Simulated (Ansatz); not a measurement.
The molecule BeCl, multiplicity 2 (the spin of the measured ground state).

D_e counts from the fitted minimum to each atom's lowest state at the same level, without counterpoise.

Run with Ansatz (Gaussian orbitals). Values without a source in brackets are computed.

What bond energy D_e does SVWN5/def2-TZVPP give?

455 kJ/mol

Predict the bond energy D_e from CAM-B3LYP/def2-TZVPP.

392 kJ/mol

Estimate the bond energy D_e that wB97M-V/def2-TZVPP returns for this input.

380 kJ/mol

Ansatz is a program for electronic structure.
